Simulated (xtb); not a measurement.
C2H6Cl2Sn (SMILES [CH3][Sn]([CH3])([Cl])[Cl]), singlet, from a rough starting geometry (GFN-xTB shapes and energies of metal compounds can be far from the true ones); GFN2-xTB in xtb 6.7.1.

xtb was given this input:
```
$ xtb mol.xyz --gfn 2 --opt vtight --json

# file mol.xyz
11

C      1.87949553    -0.67281957     0.32886967
Sn     0.01537771     0.63006152     0.14592605
C     -1.88867683    -0.32542536    -0.47675582
Cl     0.45745311     2.31647063    -1.38130421
Cl    -0.18761734     1.67804842     2.13339707
H      1.64307878    -1.47301571     1.03168589
H      2.69630502    -0.00880914     0.63844560
H      2.15596769    -1.04490058    -0.69622424
H     -2.50806694     0.51575828    -0.90090087
H     -2.40592938    -0.69283041     0.37945955
H     -1.72743680    -1.07629896    -1.18501101
```

### Question
What does xtb print? Leave out banner, timings and long lists.

### Answer

```
   ID    Z sym.   atoms
    1    6 C      1, 3
    2   50 Sn     2
    3   17 Cl     4, 5
    4    1 H      6-11

           -------------------------------------------------
          |                Calculation Setup                |
           -------------------------------------------------

           -------------------------------------------------
          |                 G F N 2 - x T B                 |
           -------------------------------------------------

          ...................................................
          :                      SETUP                      :
          :.................................................:
          :  # basis functions                  44          :
          :  # atomic orbitals                  41          :
          :  # shells                           19          :
          :  # electrons                        32          :
          :  max. iterations                   250          :
          :  Hamiltonian                  GFN2-xTB          :
          :  restarted?                      false          :
          :  GBSA solvation                  false          :
          :  PC potential                    false          :
          :  electronic temp.          300.0000000     K    :
          :  accuracy                    1.0000000          :
          :  -> integral cutoff          0.2500000E+02      :
          :  -> integral neglect         0.1000000E-07      :
          :  -> SCF convergence          0.1000000E-05 Eh   :
          :  -> wf. convergence          0.1000000E-03 e    :
          :  Broyden damping             0.4000000          :
          :  net charge                          0          :
          :  unpaired electrons                  0          :
          ...................................................

 iter      E             dE          RMSdq      gap      omega  full diag
   1    -17.9751296 -0.179751E+02  0.821E+00    3.81       0.0  T
   2    -17.3507054  0.624424E+00  0.129E+01    4.31       1.0  T
   3    -18.6497049 -0.129900E+01  0.468E+00    3.48       1.0  T
   4    -18.6320962  0.176087E-01  0.437E+00    3.45       1.0  T
   5    -18.6793528 -0.472566E-01  0.119E+00    3.39       1.0  T
   6    -18.6952359 -0.158831E-01  0.496E-01    3.40       1.0  T
   7    -18.6951262  0.109731E-03  0.313E-01    3.39       1.0  T
   8    -18.6952985 -0.172281E-03  0.234E-01    3.39       1.0  T
[...]
 * total energy  :   -18.5910035 Eh     change       -0.8863746E-06 Eh
 * total energy  :   -18.5910045 Eh     change       -0.9614846E-06 Eh
 * total energy  :   -18.5910055 Eh     change       -0.1050154E-05 Eh
 * total energy  :   -18.5910061 Eh     change       -0.5529518E-06 Eh
 * total energy  :   -18.5910063 Eh     change       -0.1921267E-06 Eh
 * total energy  :   -18.5910065 Eh     change       -0.2157365E-06 Eh
 * total energy  :   -18.5910067 Eh     change       -0.2446301E-06 Eh
 * total energy  :   -18.5910070 Eh     change       -0.2466818E-06 Eh
 * total energy  :   -18.5910071 Eh     change       -0.9712916E-07 Eh
 * total energy  :   -18.5910070 Eh     change        0.1281275E-06 Eh
 * total energy  :   -18.5910072 Eh     change       -0.2353968E-06 Eh
 * total energy  :   -18.5910072 Eh     change       -0.1508318E-07 Eh
   *** GEOMETRY OPTIMIZATION CONVERGED AFTER 67 ITERATIONS ***
         :: total energy             -18.591007212428 Eh    ::
[...]
    11   1 H        0.926     0.065     2.139     2.287

 Mol. C6AA /au·bohr⁶  :       3247.937836
 Mol. C8AA /au·bohr⁸  :     174136.493580
 Mol. α(0) /au        :         92.916463

Wiberg/Mayer (AO) data.
largest (>0.10) Wiberg bond orders for each atom

 ---------------------------------------------------------------------------
     #   Z sym  total        # sym  WBO       # sym  WBO       # sym  WBO
 ---------------------------------------------------------------------------
     1   6 C    3.989 --     8 H    0.974     6 H    0.974     7 H    0.968
                             2 Sn   0.606     3 C    0.218     5 Cl   0.121
                             4 Cl   0.121
     2  50 Sn   3.108 --     4 Cl   0.894     5 Cl   0.893     3 C    0.606
                             1 C    0.606
     3   6 C    3.989 --    11 H    0.974    10 H    0.974     9 H    0.968
                             2 Sn   0.606     1 C    0.218     5 Cl   0.121
                             4 Cl   0.121
     4  17 Cl   1.222 --     2 Sn   0.894     3 C    0.121     1 C    0.121
     5  17 Cl   1.222 --     2 Sn   0.893     1 C    0.121     3 C    0.121
     6   1 H    0.996 --     1 C    0.974
     7   1 H    0.994 --     1 C    0.968
     8   1 H    0.996 --     1 C    0.974
     9   1 H    0.994 --     3 C    0.968
    10   1 H    0.996 --     3 C    0.974
    11   1 H    0.996 --     3 C    0.974
 ---------------------------------------------------------------------------

Topologies differ in total number of bonds
Writing topology from bond orders to xtbtopo.mol

molecular dipole:
                 x           y           z       tot (Debye)
 q only:       -0.091      -1.563      -0.291
   full:       -0.104      -1.786      -0.333       4.625
molecular quadrupole (traceless):
                xx          xy          yy          xz          yz          zz
 q only:        8.269      -1.278      -4.733       2.456      -0.423      -3.536
  q+dip:        8.722      -1.342      -4.299       2.760      -0.189      -4.422
   full:        9.227      -1.411      -4.216       3.002      -0.072      -5.011

optimized geometry written to: xtbopt.xyz

           -------------------------------------------------
          | TOTAL ENERGY              -18.591007212428 Eh   |
          | GRADIENT NORM               0.000036043285 Eh/α |
          | HOMO-LUMO GAP               3.445807159860 eV   |
           -------------------------------------------------
```
